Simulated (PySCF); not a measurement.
The dipole of `[C@@H]1(S[SiH3])CS[SiH2]S1` from its density and from atomic charges.

Coordinates (GFN2-xTB, Å) and charges (e) from the PBE0/pcSseg-1 density (PySCF):

```json
{"atom": "Si1", "x": "-2.628", "y": "0.101", "z": "0.452", "Mulliken": "+0.4620", "IAO": "+0.5386", "Hirshfeld": "+0.2818", "ESP-fitted": "+0.2743"}
{"atom": "S2", "x": "-1.737", "y": "-0.104", "z": "-1.503", "Mulliken": "-0.2016", "IAO": "-0.1658", "Hirshfeld": "-0.0842", "ESP-fitted": "-0.2025"}
{"atom": "C3", "x": "0.037", "y": "0.101", "z": "-1.171", "Mulliken": "-0.4651", "IAO": "-0.2615", "Hirshfeld": "-0.0335", "ESP-fitted": "-0.2862"}
{"atom": "C4", "x": "0.630", "y": "-1.195", "z": "-0.678", "Mulliken": "-0.2473", "IAO": "-0.3313", "Hirshfeld": "-0.0823", "ESP-fitted": "-0.4176"}
{"atom": "S5", "x": "2.433", "y": "-1.053", "z": "-0.445", "Mulliken": "-0.2399", "IAO": "-0.1847", "Hirshfeld": "-0.0921", "ESP-fitted": "-0.2565"}
{"atom": "Si6", "x": "2.381", "y": "0.884", "z": "0.465", "Mulliken": "+0.5852", "IAO": "+0.6252", "Hirshfeld": "+0.3001", "ESP-fitted": "+0.5986"}
{"atom": "S7", "x": "0.362", "y": "1.460", "z": "0.020", "Mulliken": "-0.2126", "IAO": "-0.1832", "Hirshfeld": "-0.0673", "ESP-fitted": "-0.2349"}
{"atom": "H8", "x": "-1.856", "y": "-0.709", "z": "1.387", "Mulliken": "-0.0616", "IAO": "-0.1160", "Hirshfeld": "-0.0721", "ESP-fitted": "-0.0439"}
{"atom": "H9", "x": "-2.636", "y": "1.508", "z": "0.817", "Mulliken": "-0.0417", "IAO": "-0.1061", "Hirshfeld": "-0.0730", "ESP-fitted": "-0.0085"}
{"atom": "H10", "x": "-3.946", "y": "-0.456", "z": "0.204", "Mulliken": "-0.0675", "IAO": "-0.1025", "Hirshfeld": "-0.0668", "ESP-fitted": "-0.0216"}
{"atom": "H11", "x": "0.478", "y": "0.393", "z": "-2.126", "Mulliken": "+0.2129", "IAO": "+0.1768", "Hirshfeld": "+0.0405", "ESP-fitted": "+0.2857"}
{"atom": "H12", "x": "0.470", "y": "-1.983", "z": "-1.414", "Mulliken": "+0.1838", "IAO": "+0.1787", "Hirshfeld": "+0.0503", "ESP-fitted": "+0.2806"}
{"atom": "H13", "x": "0.184", "y": "-1.496", "z": "0.271", "Mulliken": "+0.1813", "IAO": "+0.1587", "Hirshfeld": "+0.0361", "ESP-fitted": "+0.2164"}
{"atom": "H14", "x": "2.498", "y": "0.810", "z": "1.910", "Mulliken": "-0.0460", "IAO": "-0.1153", "Hirshfeld": "-0.0699", "ESP-fitted": "-0.0852"}
{"atom": "H15", "x": "3.325", "y": "1.745", "z": "-0.219", "Mulliken": "-0.0419", "IAO": "-0.1116", "Hirshfeld": "-0.0672", "ESP-fitted": "-0.0988"}
```

**Question.** What dipole does each set of charges give (1 e·Å = 4.803 D), and what does the density give?

**Answer.** The full density gives (0.18, -0.02, 1.34) D, 1.35 D in size; dipole vectors point from the negative to the positive end.

```csv
scheme,μx,μy,μz,size (D),share of the full size (%),angle to the full dipole (°)
Mulliken,0.74,0.60,3.48,3.60,266,11
IAO,0.31,0.38,1.65,1.72,127,14
Hirshfeld,0.29,0.27,0.43,0.58,43,38
ESP-fitted,0.14,-0.03,1.32,1.33,98,2
```

**Question.** Which set comes closest?

**Answer.** Length of the difference vector: ESP-fitted 0.05 D, IAO 0.52 D, Hirshfeld 0.97 D, Mulliken 2.29 D. Closest: ESP-fitted. 

**Question.** What is left for the Hirshfeld atoms' own dipoles?

**Answer.** The shares of the density sum to the whole, so what Σ q r misses lies in dipoles about the nuclei. The atomic dipoles sum to (0.18, -0.02, 1.34) − (0.29, 0.27, 0.43) = (-0.11, -0.29, 0.91) D, 0.97 D in size.

**Question.** With the origin at the mean of the coordinates, (0.000, 0.001, -0.136) Å, which are the largest single terms, by size, of the IAO dipole along the direction of the full one?

**Answer.** Si6 +2.71, H11 -1.63, H14 -1.30, C3 +1.28, S2 +1.26 D; all 15 atoms together +1.67 D. The single terms depend on the origin, their sum doesn't.

**Question.** Give the size of the full dipole in other units.

**Answer.** 1.35 D = 0.533 au = 0.282 e·Å = 4.52 × 10⁻³⁰ C·m.

Geometry: GFN2-xTB, one conformer, isolated molecule.
